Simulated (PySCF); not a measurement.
## Two-component Hartree-Fock for Sc (scandium, neutral)

Start: [Ar] 3d1 4s2; 3d5/2 filled at m_j = +5/2. Calculated with PySCF 2.14 in x2c-SVPall-2c with one added diffuse shell each of s, d type (6s5p4d1f, 48 functions): generalised Hartree-Fock with the X2C-1e Hamiltonian and a Gaussian nucleus; one run each with spin-orbit coupling (SO) screened by Boettger's factors, then bare. This is a chosen level, not necessarily the ground level.

| spinor shell | electrons | ε, screened SO (eV) | ε, bare SO (eV) | weight of nominal j (bare SO) | rms radius, bare SO (bohr) |
| --- | --- | --- | --- | --- | --- |
| 1s1/2 | 2 | -4537.0 | -4537.0 | 1.000 | 0.0845 |
| 2s1/2 | 2 | -523.55 | -523.55 | 1.000 | 0.370 |
| 2p1/2 | 2 | -429.51 | -429.85 | 0.998 | 0.338 |
| 3s1/2 | 2 | -70.486 | -70.490 | 1.000 | 1.15 |
| 3p3/2 | 4 | -43.105 | -42.702 | 0.864 | 1.28 |
| 3p1/2 | 2 | -42.357 | -43.173 | 0.727 | 1.27 |
| 3d5/2 | 1 | -9.183 | -9.171 | 1.000 | 1.94 |
| 4s1/2 | 2 | -5.756 | -5.757 | 0.997 | 4.24 |

**Question.** Where does 2p3/2 lie, and what is the 2p spin-orbit splitting (bare SO)?

**Answer.** At -424.76 eV, 5.089 eV above 2p1/2.

```tsv
quantity	screened SO	bare SO
E (hartree)	-763.18371	-763.18384
M_J	5/2	5/2
⟨J²⟩	8.803	8.804
⟨L²⟩	6.042	6.042
⟨S²⟩	0.762	0.762
```

Each row is a mean over spinors that exchange with the open shell spreads, by up to 4.074 eV (3p3/2).

Rows whose weight is well below 1 are mixtures of j = l ± 1/2: exchange outweighs spin-orbit coupling there, and the label is only the starting occupation.

⟨J²⟩ departs a little from M_J(M_J + 1) because the unrestricted spinors polarise the closed shells.
